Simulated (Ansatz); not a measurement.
Consider the substitution at a C–S bond: `[OH][AlH][CH2]S` + H–F → `[OH][AlH][CH2]F` + H₂S.

Computed with Ansatz on PBE0-D4/def2-TZVP structures; ΔE is electronic, products minus reactants. CCSD(T)/CBS adds triple-zeta CCSD(T) − MP2 to the extrapolated MP2 energy (def2 sets, frozen cores). This one scheme is used for every species. Functionals use def2-TZVPP. B3LYP here is the variant with VWN-RPA as its local correlation; programs differ in this. HSE06 is defined as in plane-wave codes. Each species was taken in one conformer, which may not be the lowest.

```
             level  ΔE (kJ/mol)  difference from CCSD(T)/CBS
       LDA (SPW92)         60.5                         -7.9
            PBE-D4         58.4                        -10.0
         revPBE-D4         61.7                         -6.7
           BLYP-D4         48.3                        -20.1
         r2SCAN-D4         57.6                        -10.8
            B97M-V         51.4                        -17.0
           PBE0-D4         63.3                         -5.1
          B3LYP-D4         52.2                        -16.2
        r2SCANh-D4         59.8                         -8.6
        r2SCAN0-D4         62.7                         -5.7
          HSE06-D4         63.3                         -5.1
          BHLYP-D4         54.6                        -13.8
      CAM-B3LYP-D4         48.5                        -19.9
           ωB97X-V         53.4                        -15.0
            B2PLYP         54.3                        -14.1
               PBE         53.0                        -15.4
            revPBE         49.6                        -18.8
              BLYP         37.0                        -31.4
            r2SCAN         56.4                        -12.0
              PBE0         58.6                         -9.8
           r2SCANh         58.4                        -10.0
           r2SCAN0         61.2                         -7.2
             HSE06         58.9                         -9.5
             BHLYP         46.7                        -21.7
         CAM-B3LYP         43.6                        -24.8
RPA@PBE/def2-TZVPP         53.4                        -15.0
       HF/def2-SVP         30.2                        -38.2
      MP2/def2-SVP         56.4                        -12.0
     CCSD/def2-SVP         42.7                        -25.7
  CCSD(T)/def2-SVP         44.4                        -24.0
     HF/def2-TZVPP         41.3                        -27.1
    MP2/def2-TZVPP         76.2                          7.8
SCS-MP2/def2-TZVPP         64.8                         -3.6
CCSD(T)/def2-TZVPP         62.9                         -5.5
     HF/def2-QZVPP         41.4                        -27.0
    MP2/def2-QZVPP         79.4                         11.0
SCS-MP2/def2-QZVPP         68.1                         -0.3
      HF/CBS(def2)         41.5                        -26.9
     MP2/CBS(def2)         81.7                         13.3
    CCSD/CBS(def2)         65.1                         -3.3
       CCSD(T)/CBS         68.4                            0
```

Largest T1 diagnostic among the species: 0.012.

From r2SCAN to r2SCAN0 (25 % exact exchange), in def2-TZVPP and without D4, ΔE moves by +4.8 kJ/mol. In def2-TZVPP, CCSD(T) changes the Hartree–Fock value by +21.6 kJ/mol (the triples alone add +3.3 kJ/mol) and MP2 by +34.9 kJ/mol.
